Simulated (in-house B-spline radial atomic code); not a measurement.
Al⁶⁺. Computed with a B-spline radial atomic code. Model: all-electron spherical atom, spin shells full or empty, radial basis limit, no spin-orbit coupling: exact exchange with a local potential (Slater, KLI or optimised effective potential, whose far tail is KLI's), no correlation.

Exchange potential has not reached -1/r at the last radius.

The run also made RPA and GW results, which its time includes.

The Slater potential averages the orbital exchange potentials with the orbital densities as weights, KLI adds orbital constants, and the optimised effective potential minimises the exact-exchange energy among local potentials. So their energies lie above Hartree-Fock in the order OEP, KLI, Slater. All fall off as −1/r, unlike LDA and GGA exchange.

Command:
```bash
python run_gw.py task.json out
```
Settings (lengths in bohr, energies in hartree):
```
Z                      13
electrons              7
configuration          [He] 2s2 2p3
hamiltonian            nr
method                 oep
lmax                   9
spin_polarised         True
box_radius             9.29
intervals              63
```

Cost of the run: 2.6 s on 1 thread of Arm Neoverse N1, with other jobs on the host.

Given: hamiltonian non-relativistic; mean-field start exchange-only OEP.

Computed: energy above Hartree-Fock 1.368 millihartree; virial ratio -E/T less 1 -1e-06.

```json
{"radius (bohr)": "0.00385", "r times exchange potential up (hartree bohr)": "-0.041979", "r times exchange potential down (hartree bohr)": "-0.042259"}
{"radius (bohr)": "0.00455", "r times exchange potential up (hartree bohr)": "-0.049578", "r times exchange potential down (hartree bohr)": "-0.049904"}
{"radius (bohr)": "0.00539", "r times exchange potential up (hartree bohr)": "-0.058676", "r times exchange potential down (hartree bohr)": "-0.059057"}
{"radius (bohr)": "0.00637", "r times exchange potential up (hartree bohr)": "-0.069256", "r times exchange potential down (hartree bohr)": "-0.069696"}
{"radius (bohr)": "0.00754", "r times exchange potential up (hartree bohr)": "-0.081831", "r times exchange potential down (hartree bohr)": "-0.082342"}
{"radius (bohr)": "0.00893", "r times exchange potential up (hartree bohr)": "-0.09668", "r times exchange potential down (hartree bohr)": "-0.097263"}
{"radius (bohr)": "0.0106", "r times exchange potential up (hartree bohr)": "?", "r times exchange potential down (hartree bohr)": "?"}
{"radius (bohr)": "0.0125", "r times exchange potential up (hartree bohr)": "-0.13426", "r times exchange potential down (hartree bohr)": "-0.13501"}
{"radius (bohr)": "0.0148", "r times exchange potential up (hartree bohr)": "-0.15796", "r times exchange potential down (hartree bohr)": "-0.1588"}
{"radius (bohr)": "0.0175", "r times exchange potential up (hartree bohr)": "-0.18521", "r times exchange potential down (hartree bohr)": "-0.18612"}
{"radius (bohr)": "0.0207", "r times exchange potential up (hartree bohr)": "-0.21662", "r times exchange potential down (hartree bohr)": "-0.21759"}
{"radius (bohr)": "0.0245", "r times exchange potential up (hartree bohr)": "?", "r times exchange potential down (hartree bohr)": "?"}
{"radius (bohr)": "0.029", "r times exchange potential up (hartree bohr)": "-0.293", "r times exchange potential down (hartree bohr)": "-0.29395"}
{"radius (bohr)": "0.0343", "r times exchange potential up (hartree bohr)": "-0.33765", "r times exchange potential down (hartree bohr)": "-0.3385"}
{"radius (bohr)": "0.0406", "r times exchange potential up (hartree bohr)": "-0.38631", "r times exchange potential down (hartree bohr)": "-0.38691"}
{"radius (bohr)": "0.0481", "r times exchange potential up (hartree bohr)": "-0.43798", "r times exchange potential down (hartree bohr)": "-0.43828"}
{"radius (bohr)": "0.0569", "r times exchange potential up (hartree bohr)": "-0.49004", "r times exchange potential down (hartree bohr)": "-0.48996"}
{"radius (bohr)": "0.0674", "r times exchange potential up (hartree bohr)": "-0.54059", "r times exchange potential down (hartree bohr)": "-0.54049"}
{"radius (bohr)": "0.0797", "r times exchange potential up (hartree bohr)": "-0.58479", "r times exchange potential down (hartree bohr)": "-0.58576"}
{"radius (bohr)": "0.0943", "r times exchange potential up (hartree bohr)": "-0.61798", "r times exchange potential down (hartree bohr)": "-0.62286"}
{"radius (bohr)": "0.112", "r times exchange potential up (hartree bohr)": "-0.63315", "r times exchange potential down (hartree bohr)": "-0.64832"}
{"radius (bohr)": "0.132", "r times exchange potential up (hartree bohr)": "-0.6234", "r times exchange potential down (hartree bohr)": "-0.65529"}
{"radius (bohr)": "0.156", "r times exchange potential up (hartree bohr)": "-0.59393", "r times exchange potential down (hartree bohr)": "-0.63734"}
{"radius (bohr)": "0.185", "r times exchange potential up (hartree bohr)": "-0.58378", "r times exchange potential down (hartree bohr)": "-0.57157"}
{"radius (bohr)": "0.219", "r times exchange potential up (hartree bohr)": "-0.6563", "r times exchange potential down (hartree bohr)": "-0.44889"}
{"radius (bohr)": "0.259", "r times exchange potential up (hartree bohr)": "-0.80369", "r times exchange potential down (hartree bohr)": "-0.39142"}
{"radius (bohr)": "0.307", "r times exchange potential up (hartree bohr)": "-0.96455", "r times exchange potential down (hartree bohr)": "-0.53888"}
{"radius (bohr)": "0.363", "r times exchange potential up (hartree bohr)": "-1.1045", "r times exchange potential down (hartree bohr)": "-0.69317"}
{"radius (bohr)": "0.429", "r times exchange potential up (hartree bohr)": "-1.2215", "r times exchange potential down (hartree bohr)": "-0.78555"}
{"radius (bohr)": "0.508", "r times exchange potential up (hartree bohr)": "-1.3097", "r times exchange potential down (hartree bohr)": "-0.85519"}
{"radius (bohr)": "0.601", "r times exchange potential up (hartree bohr)": "-1.3577", "r times exchange potential down (hartree bohr)": "-0.91164"}
{"radius (bohr)": "0.712", "r times exchange potential up (hartree bohr)": "-1.3624", "r times exchange potential down (hartree bohr)": "-0.95346"}
{"radius (bohr)": "0.842", "r times exchange potential up (hartree bohr)": "-1.3307", "r times exchange potential down (hartree bohr)": "-0.97933"}
{"radius (bohr)": "0.997", "r times exchange potential up (hartree bohr)": "-1.2769", "r times exchange potential down (hartree bohr)": "-0.99248"}
{"radius (bohr)": "1.18", "r times exchange potential up (hartree bohr)": "-1.2167", "r times exchange potential down (hartree bohr)": "-0.99788"}
{"radius (bohr)": "1.4", "r times exchange potential up (hartree bohr)": "-1.1607", "r times exchange potential down (hartree bohr)": "-0.99959"}
{"radius (bohr)": "1.65", "r times exchange potential up (hartree bohr)": "-1.1131", "r times exchange potential down (hartree bohr)": "-0.99983"}
```

Task: What belongs in the row 0.0106?

Result: r times exchange potential up (hartree bohr): -0.11437; r times exchange potential down (hartree bohr): -0.11504.

Task: What belongs in the row 0.0245?

Result: r times exchange potential up (hartree bohr): -0.25254; r times exchange potential down (hartree bohr): -0.25353.

```json
{"occupied": "1s up", "level (hartree)": "-62.923", "Hartree-Fock level (hartree)": "-65.281"}
{"occupied": "1s down", "level (hartree)": "?", "Hartree-Fock level (hartree)": "?"}
{"occupied": "2s up", "level (hartree)": "-10.194", "Hartree-Fock level (hartree)": "-10.426"}
{"occupied": "2s down", "level (hartree)": "-9.4166", "Hartree-Fock level (hartree)": "-9.4166"}
{"occupied": "2p up", "level (hartree)": "-8.9474", "Hartree-Fock level (hartree)": "-8.9468"}
```

Task: What belongs in the row 1s down?

Result: level (hartree): -62.848; Hartree-Fock level (hartree): -64.911.

```tsv
empty	level (hartree)
2p down	-8.1178
3s up	-3.701
3s down	-3.512
3p up	?
3p down	-3.1718
3d up	?
3d down	-2.7837
4s up	-1.8957
4s down	-1.8425
4p up	-1.7636
4p down	-1.7093
```

Task: What belongs in the row 3p up?

Result: level (hartree): -3.3602.

Task: What belongs in the row 3d up?

Result: level (hartree): -2.997.

The highest level, 2p up, differs from Hartree-Fock by -0.017 eV and the deepest, 1s up, by +64.2 eV: a local potential can match the highest level but can't give each shell its own exchange.
